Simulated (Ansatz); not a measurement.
Species: sum formula InHCl2, net charge 0, singlet state. SMILES: [Cl][InH][Cl]
Structure (B3LYP-D3(BJ)/def2-TZVP (Ansatz, an electronic-structure program) minimum search):
```
In
H 1 1.6992
Cl 1 2.3340 2 124.06
Cl 1 2.3340 2 124.06 3 -180.00
```

Wanted: atomisation energy (electronic, to ground-state atoms), in kJ/mol. Cores are frozen in the correlated levels unless marked. UHF or UKS for open shells. Spin-orbit coupling is left out. The frozen core is the preceding noble-gas configuration, with the filled d and f shells of earlier blocks. Past Kr the def2 sets carry scalar-relativistic core potentials. The coupled-cluster limit lacks core correlation, which all-electron functionals hold. Basis-set limits of correlation are two-point, X^-3; Hartree-Fock from the larger set.

```tsv
level	program	atomisation energy (kJ/mol)
BLYP-D3(BJ)/def2-TZVPD	Ansatz + dftd3	877.9
CAM-B3LYP/def2-TZVPD	Ansatz	893.9
B2PLYP-D4/def2-TZVPD	Ansatz + dftd4	901.0
B2PLYP/def2-TZVPD	Ansatz	894.7
SCS-MP2/def2-SVPD	Ansatz	868.2
CCSD/def2-TZVPP	Ansatz	885.9
CCSD(T)/CBS(def2-TZVPPD,def2-QZVPPD)	Ansatz	___
```

Task: What belongs in the gaps?

Result: 
- CCSD(T)/CBS(def2-TZVPPD,def2-QZVPPD), atomisation energy (kJ/mol): 944.4
